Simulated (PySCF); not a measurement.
C₆MoO₆, SMILES [O+]#[C-]->[Mo](<-[C-]#[O+])(<-[C-]#[O+])(<-[C-]#[O+])(<-[C-]#[O+])<-[C-]#[O+], multiplicity 1. Heavy atoms are numbered as in [Mo:1](<-[C-:3]#[O+:2])(<-[C-:5]#[O+:4])(<-[C-:7]#[O+:6])(<-[C-:9]#[O+:8])(<-[C-:11]#[O+:10])<-[C-:13]#[O+:12].

Geometry: PBE0-D3(BJ)/def2-SVP. The multiplicity is an assumed one; other spin states were not compared. The isomer is the one that the SMILES or the coordinates give; other isomers of the formula were not compared. The def2 effective core potentials stand for the cores of Mo; spin–orbit coupling is left out.

Level of theory: HF/def2-SVP (PySCF).

ESP charges are fitted to the potential on shells at 1.4 to 2.0 van der Waals radii. Atomic charges (e), one atom of each kind:

| atom | Mulliken | Löwdin | ESP fit |
|---|---|---|---|
| Mo1 | ? | -1.84 | -1.94 |
| O2 | ? | -0.03 | -0.32 |
| C3 | ? | 0.33 | 0.64 |

Problem. What belongs in the gaps? (Estimate from the structure and the level; the computed values follow.)

Solution. 
- Mo1, Mulliken: -1.44
- O2, Mulliken: -0.17
- C3, Mulliken: 0.40
